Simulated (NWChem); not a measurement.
SbF$_{5}$; SMILES [F][Sb]([F])([F])([F])[F]

```xyz
6

Sb    -0.0005    -0.0003     0.0000
F      0.0009     0.0008     1.8938
F      0.0009     0.0008    -1.8938
F      1.8205     0.4846     0.0000
F     -1.3349     1.3301     0.0000
F     -0.4921    -1.8193     0.0000
```
Atoms are numbered in this order, from 1.

Level: PBE0/def2-SVP with def2 effective core potentials on Sb (NWChem), optimised geometry, unscaled harmonic frequencies. def2 effective core potentials on Sb; no spin-orbit coupling.

```
frequency (cm⁻¹)  IR intensity (km/mol)
----------------  ---------------------
80                                  1.6
81                                  1.6
244                                51.6
245                                51.5
260                                 0.0
261                                 0.0
269                                51.7
639                                 0.0
660                                 0.0
723                                75.5
723                                75.6
725                                92.1
```

```
Property                                                                            Value
-----------------------------------------------------------------------  ----------------
zero-point energy                                                            7.0 kcal/mol
thermal correction to the enthalpy at 298.15 K (with zero-point energy)     12.2 kcal/mol
heat capacity Cv                                                         22.9 cal/(mol K)
entropy at 298.15 K and 1 atm (symmetry number 6)                        83.9 cal/(mol K)
```

Rigid rotor and harmonic oscillator; modes under 100 cm⁻¹ make the entropy uncertain.
